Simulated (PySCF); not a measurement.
Exercise with solution: entropy of an ideal gas

CF₃, SMILES F[C](F)F (connectivity only; charge and spin as stated), charge +1, multiplicity 1.

Coordinates come from a TPSSh-D3(BJ)/def2-TZVP optimisation. The spin state was assumed, not searched. The isomer is the one that the SMILES or the coordinates give; other isomers of the formula were not compared.

TPSSh-D3(BJ)/def2-TZVP (PySCF) gives the harmonic wavenumbers 579, 579, 786, 1038, 1654, 1655 cm⁻¹ and the rotational temperatures 0.5550, 0.5550, 0.2775 K. The molar mass is 69.01 g/mol, the symmetry number 6, the spin multiplicity 1.

Problem. Work out the entropy at 298.15 K and 1 atm in the rigid-rotor, harmonic-oscillator model.

Solution. 
Translation (Sackur–Tetrode at 1 atm): S = R[1.5 ln M + 2.5 ln T − 1.16487] = 161.6 J/(mol K).
Rotation: q = (√π/σ) T^1.5/√(θA θB θC) = 5200, S = R[ln q + 3/2] = 83.6 J/(mol K).
Vibration: with u = 1.4388 ν/T, each mode gives R[u/(e^u − 1) − ln(1 − e^−u)]:
```tsv
ν (cm⁻¹)	modes	u	S (J/(mol K))
579	2	2.79	4.08
786	1	3.79	0.92
1038	1	5.01	0.34
1654	1	7.98	0.03
1655	1	7.99	0.03
```
These are all the modes. Sum 5.4 J/(mol K).
Spin: R ln 1 = 0.0 J/(mol K).
Total 250.6 J/(mol K); the program's own thermochemistry gives 250.6. Translation makes up 64 % and vibration 2 %. Anharmonicity, hindered rotation and orbital degeneracy are left out.
